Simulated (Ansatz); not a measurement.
A CCSD(T) single point on AlH$_{9}$N$_{2}$Si$_{2}$, SMILES `[NH2][AlH][N]([SiH3])[SiH3]`.

```yaml
crystal:
  periodic: [false, false, false]
  atoms:
    - {symbol: N, position_ang: [-0.923876, 1.766195, 1.787416]}
    - {symbol: Al, position_ang: [-1.306925, 0.632894, 0.492527]}
    - {symbol: N, position_ang: [0.018887, -0.292469, -0.296521]}
    - {symbol: Si, position_ang: [-0.319133, -1.391820, -1.593540]}
    - {symbol: Si, position_ang: [1.675259, -0.110698, 0.172926]}
    - {symbol: H, position_ang: [-0.013658, 1.940048, 2.180018]}
    - {symbol: H, position_ang: [-1.619549, 2.325574, 2.253581]}
    - {symbol: H, position_ang: [-2.798031, 0.434638, 0.025092]}
    - {symbol: H, position_ang: [-0.173976, -2.810494, -1.166020]}
    - {symbol: H, position_ang: [0.623587, -1.165836, -2.724895]}
    - {symbol: H, position_ang: [-1.710619, -1.176000, -2.068840]}
    - {symbol: H, position_ang: [1.751938, 0.454190, 1.547486]}
    - {symbol: H, position_ang: [2.420487, 0.796401, -0.742345]}
    - {symbol: H, position_ang: [2.362707, -1.431723, 0.162017]}
basis:
  gaussian: {orbitals: def2-TZVPP}
correlation: {method: ccsd_t}
```

```sh
$ ansatz run in.yaml --threads 4 --pin off --events-out ev --progress --plain --max-ram 10444MiB
```

Log, shortened:

```
Functional definition: HF
1797 factors; integrals over basis functions are off by at most 1.3e-3 eV
mean field evaluation 1: about -25412.0389 eV, gradient 5.3e1 eV
mean field evaluation 2: about -25412.2818 eV, gradient 5.4e1 eV
mean field evaluation 4: about -25418.7578 eV, gradient 4.7e0 eV
mean field evaluation 8: about -25418.8580 eV, gradient 3.4e-1 eV
mean field -25418.85848353 eV, -934.1258197487 hartree, gradient 3.9e-6 eV, S^2 0.000000; 0 other end points of the search recorded, 0 dependent functions left out
17 core orbitals not correlated: weight in the atoms' cores, before any rotation towards them, 1.000 or more for the frozen orbitals, at most 0.000 for the correlated occupied ones
reference -25418.85848353 eV, -934.1258197487 hartree; 15, 15 occupied and 282, 282 virtual orbitals, 1797 factors
second order -20.69738893 eV of doubles, -0.00000000 eV of singles
cycle   1  -21.61032649 eV  change   -9.1e-1 eV  update   1.0e-1
cycle   2  -22.24284026 eV  change   -6.3e-1 eV  update   3.2e-2
cycle   3  -22.35174260 eV  change   -1.1e-1 eV  update   1.5e-2
cycle   4  -22.33956057 eV  change    1.2e-2 eV  update   3.7e-3
cycle   5  -22.33960721 eV  change   -4.7e-5 eV  update   1.7e-3
cycle   6  -22.33963973 eV  change   -3.3e-5 eV  update   4.5e-4
cycle   7  -22.33944248 eV  change    2.0e-4 eV  update   1.6e-4
cycle   8  -22.33947424 eV  change   -3.2e-5 eV  update   5.7e-5
cycle   9  -22.33948786 eV  change   -1.4e-5 eV  update   1.9e-5
perturbative correction -0.81911156 eV, -0.0301017948 hartree
Total energy: -25442.01708296 eV, -934.9768825802 hartree
```

Hardware: 4 threads of an Arm Neoverse V1 on a shared host. Wall time 19 min, peak host memory 4 GiB.

MP2 recovers 89.4 % of the CCSD(T) correlation energy and the triples give 3.5 %; T1 = 0.0116.
